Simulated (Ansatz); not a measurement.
Consider the redistribution: `C=C([SeH])B[SiH3]` + `B[CH2][GeH2][F]` → `B[CH2][GeH2][SeH]` + `C=C(F)B[SiH3]`.

Gas-phase electronic energies from Ansatz, PBE0-D4/def2-TZVP geometries. CCSD(T)/CBS adds triple-zeta CCSD(T) − MP2 to the extrapolated MP2 energy (def2 sets, frozen cores). Functionals use def2-TZVPP. For Ge, Se outer-core shells are correlated without core-valence functions, which leaves a few kJ/mol of doubt a bond. Scalar relativity is left out up to krypton. Each species was taken in one conformer, which may not be the lowest.

| species | B2PLYP energy (Eh) |
| --- | --- |
| `C=C([SeH])B[SiH3]` | -2795.70306 |
| `B[CH2][GeH2][F]` | -2243.00896 |
| `B[CH2][GeH2][SeH]` | -4544.93598 |
| `C=C(F)B[SiH3]` | -493.76446 |

(1) Work out ΔE.

Largest T1 diagnostic among the species: 0.013.

Answers

(1) ΔE = (-4544.93598) + (-493.76446) − (-2795.70306) − (-2243.00896) = 0.01158 Eh = +7.3 kcal/mol. CCSD(T)/CBS gives +7.9 kcal/mol.

In def2-TZVPP, CCSD(T) changes the Hartree–Fock value by +2.9 kcal/mol (the triples alone add +0.5 kcal/mol) and MP2 by +5.2 kcal/mol.
